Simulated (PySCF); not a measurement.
CH₃FO₃Si, SMILES O=CO[Si@@H](O)F.

The structure is a stationary point at PBE-D3(BJ)/def2-SVP. The structure was generated by enumeration; whether it is a known compound was not checked. One conformer was computed; it need not be the lowest.

All values below come from PBE-D3(BJ)/def2-SVP in PySCF.

Frequencies are harmonic and unscaled.

Computed harmonic wavenumbers and intensities:
```
mode  ν (cm⁻¹)  IR (km/mol)  moving atoms (share of kinetic energy)
----  --------  -----------  --------------------------------------
1           50          0.9                          O 66 %, F 31 %
2          191          2.3          C 30 %, H 29 %, F 20 %, O 16 %
3          213          4.7                           O 85 %, H 8 %
4          279         14.0                 O 53 %, F 27 %, Si 14 %
5          295         17.7         O 58 %, H 13 %, Si 13 %, F 13 %
6          383         56.4                 Si 36 %, O 34 %, F 21 %
7          583         97.2                          H 86 %, O 10 %
8          662         42.7         O 44 %, Si 29 %, H 13 %, C 11 %
9          717         32.6                  H 43 %, O 41 %, C 11 %
10         786         53.3                  H 48 %, O 38 %, C 10 %
11         834         17.0                          H 72 %, F 21 %
12         865        177.6         Si 33 %, O 27 %, H 21 %, F 19 %
13         976        338.6         Si 34 %, H 29 %, O 26 %, F 10 %
14         997        100.0                 H 60 %, Si 20 %, O 13 %
15        1004          3.1                          H 57 %, C 37 %
16        1210        392.2                          O 49 %, C 45 %
17        1349          2.3                                  H 88 %
18        1744        274.8                          C 59 %, O 37 %
19        2302         84.3                                  H 96 %
20        2974         58.9                           H 92 %, C 8 %
21        3507        263.4                                  H 94 %
```
